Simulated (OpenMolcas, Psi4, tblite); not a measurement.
# BF3 (boron trifluoride): methods side by side

BF3: 4 atoms, total charge 0, spin state singlet. As SMILES, `FB(F)F`. The shape is that of a PBE0-D4/def2-TZVP optimisation.

Quantity: the vertical ionisation energy (to the doublet cation), in eV. The values are calculated.

```tsv
level	kind	program	value (eV)	CPU time (all runs)
GFN1-xTB	semi-empirical	tblite	20.28	under 2 s
IPEA1-xTB	semi-empirical	tblite	20.41	under 2 s
HF/aug-cc-pVDZ	Hartree–Fock	Psi4	16.54	40 s
SVWN5/aug-cc-pVDZ	LDA	Psi4	14.79	49 s
BLYP/aug-cc-pVDZ	GGA	OpenMolcas	14.41	91 s
TPSS/aug-cc-pVDZ	meta-GGA	Psi4	14.51	2.9 min
PBE0/aug-cc-pVDZ	global hybrid	OpenMolcas	15.32	61 s
MP2/aug-cc-pVDZ	perturbation theory	Psi4	15.93	35 s
CCSD/aug-cc-pVDZ	coupled cluster or CI	Psi4	16.14	3.8 min
```

The values span 14.41 to 20.41 eV. The xTB values lack the empirical shift that such differences need. Times are those of the runs behind each value, whatever else they computed, on shared processors of several kinds: orders of magnitude only.
